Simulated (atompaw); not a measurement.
## What one change does to a pseudopotential (Te (Z = 52), PAW (atompaw))

tellurium, PAW, made with atompaw 4.2.0.5 (LDA (PW92), scalar-relativistic). Core [Kr], reference 4d10 5s1 5p5. Waves: 5s (bound): rc 2.00 bohr; 5s channel at 0.2 Ry: rc 2.00 bohr; 5p (bound): rc 1.90 bohr; 5p channel at 1.35 Ry: rc 2.00 bohr; 4d (bound): rc 1.80 bohr; 4d channel at 0.15 Ry: rc 1.80 bohr. Local part: bessel scheme, radius 1.80 bohr. Core correction: smooth core density matched at 1.35 bohr. Augmentation charge: sinc compensation charge, radius 1.75 bohr; PAW radius 2.00 bohr; waves and projectors: custom polynom vanderbiltortho.

Change: wave 4d (bound): rc 1.80 bohr becomes 4d (bound): rc 1.98 bohr.

Cutoffs: the cutoffs (Ry, on a coarse ladder) from which the occupation-weighted sum of valence levels, in a spherical-Bessel basis at the reference potential, stays within 10 and 1 mRy of its value at 400 Ry; they do not see the model core or the augmentation charge, which bear on the density cutoff.

**Question.** What does the change do?

**Answer.** The potential gets softer (50 Ry and 80 Ry → 40 Ry and 70 Ry); neither file shows a bound ghost.

| quantity | base | changed |
| --- | --- | --- |
| cutoff, loose | 50 Ry | 40 Ry |
| cutoff, tight | 80 Ry | 70 Ry |
| loose cutoff by channel (10 mRy a level) | s 10 Ry, p 12 Ry, d 30 Ry | s 10 Ry, p 12 Ry, d 21 Ry |
| bound ghosts | none | none |
| s: phases at 2.02 bohr within 0.05 rad from the reference energy up to (Ry; the scan ends near 5) | 4.4 | 4.4 |
| p: phases at 2.02 bohr within 0.05 rad from the reference energy up to (Ry; the scan ends near 5) | to the end of the scan | to the end of the scan |
| d: phases at 2.02 bohr within 0.05 rad from the reference energy up to (Ry; the scan ends near 5) | 2.1 | 2.2 |
| lowest overlap eigenvalue by channel | s 0.19, p 0.23, d 0.88 | s 0.19, p 0.23, d 1.00 |

 The cutoffs see the waves, projectors and local potential, not the compensation charge or the core.
